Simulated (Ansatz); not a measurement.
Ideal-gas functions of CH3ClCrO2, SMILES `[CH3][Cr](=[O])(=[O])[Cl]` at 800 K and 1 bar, from an Ansatz frequency run at PBE0-D4/def2-TZVP.

Molar mass 134.48 g/mol, point group Cs (symmetry number 1), electronic degeneracy 1, moments of inertia 119.532, 217.85, 230.54 u Å². Harmonic wavenumbers (cm⁻¹, unscaled): 156, 175, 216, 238, 265, 374, 508, 569, 682, 732, 1125, 1136, 1179, 1405, 1419, 3058, 3177, 3188.

Use S(trans) = R[1.5 ln M + 2.5 ln T − 1.1517]; rotational temperatures θ = 24.2544 K / I; S(rot) = R[ln(√π/σ · √(T³/θAθBθC)) + 1.5]; for each mode x = 1.438777 ν̃/T, S = R[x/(eˣ − 1) − ln(1 − e⁻ˣ)] and H = RT x/(eˣ − 1); 1 cm⁻¹ = 0.0119627 kJ/mol; R = 8.31446 J/(mol·K).

Question: By hand: the entropy, in J/(mol·K).

Answer: Translation 190.5. Rotation: θ = 0.2029, 0.1113, 0.1052 K, giving 125.7. Vibration, mode by mode: 18.91, 17.96, 16.23, 15.43, 14.55, 11.77, 9.35, 8.48, 7.12, 6.60, 3.74, 3.68, 3.47, 2.52, 2.47, 0.22, 0.18, 0.18, in all 142.9. Electronic 0.0. Sum 459.1 J/(mol·K).

Question: By hand: H − E and G − E in kJ/mol, counted from the electronic energy.

Answer: Zero-point energy ½ × 19602 × 0.0119627 = 117.2; thermal vibration 55.8; translation, rotation and pV give 4 RT = 26.6. H − E = 199.6 kJ/mol, and G − E = 199.6 − 800 × 459.1/1000 = -167.7 kJ/mol.

Vibration gives 31 % of the entropy.
